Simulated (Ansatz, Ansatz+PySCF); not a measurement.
```xyz
8

C     0.0000    0.0000   -0.7596
C     0.0000    0.0000    1.5191
H     0.0000   -1.0240   -1.1651
H    -0.8868    0.5120   -1.1651
H     0.8868    0.5120   -1.1651
H     0.0000    1.0240    1.9247
H    -0.8868   -0.5120    1.9247
H     0.8868   -0.5120    1.9247
```

Basis set: STO-3G (spherical functions). Left uncorrelated: 2 orbitals. Charge 0, multiplicity 1.

Computed with Ansatz (development build ahead of 0.2.0); each method stands on the lowest determinant of its kind that the runs found. Restricted open shells among the atoms or ions are ROHF, correlated in semicanonical orbitals with singles.

Problem. Give the atomization energy at this shape (free ground-state atoms in the same class of orbitals less the molecule, no zero-point energy) of singlet C₂H₆ by RHF-CCSD(T), UHF-CCSD(T), RHF-MP2, UHF-MP2, UHF, RHF.

Solution.

```json
{"method": "RHF-CCSD(T)", "atomization energy": "2868.1 kJ/mol"}
{"method": "UHF-CCSD(T)", "atomization energy": "2865.6 kJ/mol"}
{"method": "RHF-MP2", "atomization energy": "2772.6 kJ/mol"}
{"method": "UHF-MP2", "atomization energy": "2726.1 kJ/mol"}
{"method": "UHF", "atomization energy": "2529.3 kJ/mol"}
{"method": "RHF", "atomization energy": "2447.0 kJ/mol"}
```

Caution: the shape is not the minimum. Caution for RHF-CCSD(T), RHF-MP2, RHF: an unrestricted determinant lies well below. Caution for RHF-CCSD(T), UHF-CCSD(T), RHF-MP2, UHF-MP2: large amplitudes, a single reference is doubtful. Caution for RHF-CCSD(T): the amplitudes may be one of several solutions. Caution for UHF-CCSD(T), UHF-MP2, UHF: the determinant breaks the point group; the unrestricted determinant is spin contaminated. Caution for UHF-MP2: another reference gives a lower total.

This basis has no polarisation functions and is too small for such energies, which can lie far from measured ones in either direction.
